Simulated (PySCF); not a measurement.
# Polarisability and C₆ of I (iodine, neutral)

[Kr] 4d10 5s2 5p5, 2P determinant. Computed with PySCF 2.14 in aug-cc-pwCVTZ-DK3 (10s9p7d4f1g, 109 functions), with the spin-free X2C one-electron Hamiltonian (Gaussian nucleus). Coupled (time-dependent) response in atomic units; α is the mean over directions.

```csv
method,mean α (bohr³),"α xx, yy, zz",C₆ (like pair),S(−4)
UHF,31.72,"29.34, 32.91, 32.91",345.2,190.2
PBE,34.12,"31.06, 35.65, 35.65",375.1,239.9
PBE0,32.87,"30.12, 34.25, 34.25",359.0,214.0
```

S(−4) is the Cauchy moment in α(ω) = α(0) + S(−4) ω² + …

Reference α: 32.9 ± 1.3 bohr³ (recommended; Schwerdtfeger and Nagle, table of static dipole polarizabilities (2023 update)). Published C₆: 385.0 (Chu and Dalgarno (2004); Tang, Norbeck and Certain (1976)).

Spin-orbit coupling is absent.

α(iu) at UHF:

```json
{"u (hartree)": "0", "α(iu) (bohr³)": "31.72"}
{"u (hartree)": "0.0500", "α(iu) (bohr³)": "31.26"}
{"u (hartree)": "0.100", "α(iu) (bohr³)": "29.95"}
{"u (hartree)": "0.200", "α(iu) (bohr³)": "25.86"}
{"u (hartree)": "0.300", "α(iu) (bohr³)": "21.33"}
{"u (hartree)": "0.500", "α(iu) (bohr³)": "14.19"}
{"u (hartree)": "0.750", "α(iu) (bohr³)": "9.016"}
{"u (hartree)": "1.00", "α(iu) (bohr³)": "6.216"}
{"u (hartree)": "1.50", "α(iu) (bohr³)": "3.557"}
{"u (hartree)": "2.00", "α(iu) (bohr³)": "2.380"}
{"u (hartree)": "3.00", "α(iu) (bohr³)": "1.348"}
{"u (hartree)": "5.00", "α(iu) (bohr³)": "0.6340"}
```

A single London oscillator, α(iu) = α/(1 + u²/ω²), gives C₆ = (3/4) ω α². Matching the computed C₆ needs ω = 4 × 345.2 / (3 × 31.72²) = 0.457 hartree.

The components differ because the open shell of this determinant is not spherical; for a pure term their mean is the scalar polarisability.
